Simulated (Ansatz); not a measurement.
Reactions of C₃H₆OSSi, SMILES `C=C([SiH3])C(=O)S`.

Gas-phase electronic energies from Ansatz, PBE0-D4/def2-TZVP geometries. CCSD(T)/CBS adds triple-zeta CCSD(T) − MP2 to the extrapolated MP2 energy (def2 sets, frozen cores). This one scheme is used for every species, atoms too. DFT in def2-TZVPP. No spin–orbit coupling; open shells (•) take unrestricted orbitals. Spin–orbit coupling would lower the free atoms: a little for C, O, S, Si. Bonds to Ge are less sure, by a few kJ/mol each and by 10 to 20 or more in all where they break to atoms, as the def2 sets lack core-valence functions. Scalar relativity is left out up to krypton. One conformer a species, not always the lowest.

| reaction | CCSD(T)/CBS(def2) (kJ/mol) |
| --- | --- |
| `C=C([SiH3])C(=O)S` → 3 C• + 6 H• + O• + S• + Si• | 4611 |
| `C=C([SiH3])C(=O)S` + `[NH2][GeH3]` → `O=C(S)[NH][GeH3]` + `C=C[SiH3]` | -43 |
| `C=C([SiH3])C(=O)S` + `N[SiH3]` → `O=C(S)N[SiH3]` + `C=C[SiH3]` | -25 |
| `C=C([SiH3])C(=O)S` → `C=C[SiH2]C(=O)S` | ? |

Question: Fill in the missing values. (An estimate is asked.)

Answer: Ansatz gave: `C=C([SiH3])C(=O)S` → `C=C[SiH2]C(=O)S`: +0.5 kJ/mol.

Largest T1 diagnostic: 0.016, for `C=C[SiH2]C(=O)S`.
